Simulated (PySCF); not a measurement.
Two-component Hartree-Fock for As³⁺ (arsenic, charge +3)

Start: [Ar] 3d10 4s2. Calculated with PySCF 2.14 in x2c-SVPall-2c with one added diffuse shell each of s, p, d type (6s7p4d, 47 functions): generalised Hartree-Fock with the X2C-1e Hamiltonian and a Gaussian nucleus; one run each with spin-orbit coupling (SO) switched off, then screened by Boettger's factors. This is a chosen level, not necessarily the ground level.

| spinor shell | electrons | ε, spin-free (eV) | ε, screened SO (eV) | weight of nominal j (screened SO) | rms radius, screened SO (bohr) |
| --- | --- | --- | --- | --- | --- |
| 1s1/2 | 2 | -11975.7 | -11975.5 | 1.000 | 0.0525 |
| 2s1/2 | 2 | -1606.5 | -1606.4 | 1.000 | 0.219 |
| 2p1/2 | 2 | -1408.5 | -1433.6 | 1.000 | 0.194 |
| 2p3/2 | 4 | -1408.5 | -1396.3 | 1.000 | 0.197 |
| 3s1/2 | 2 | -260.02 | -260.02 | 1.000 | 0.639 |
| 3p1/2 | 2 | -196.21 | -199.88 | 1.000 | 0.660 |
| 3p3/2 | 4 | -196.21 | -194.42 | 1.000 | 0.670 |
| 3d3/2 | 4 | -91.123 | -91.596 | 1.000 | 0.741 |
| 4s1/2 | 2 | -48.056 | -48.056 | 1.000 | 1.91 |

Where does 3d5/2 lie, and what is the 3d spin-orbit splitting (screened SO)?

At -90.809 eV, 0.787 eV above 3d3/2.

```tsv
quantity	spin-free	screened SO
E (hartree)	-2256.59920	-2256.67583
M_J	0	0
⟨J²⟩	0.000	0.000
⟨L²⟩	0.000	0.002
⟨S²⟩	0.000	0.002
```

Without spin-orbit coupling the j labels of p, d and f shells carry no meaning; the spin-free column gives the mean over the occupied spinors of each nl shell.
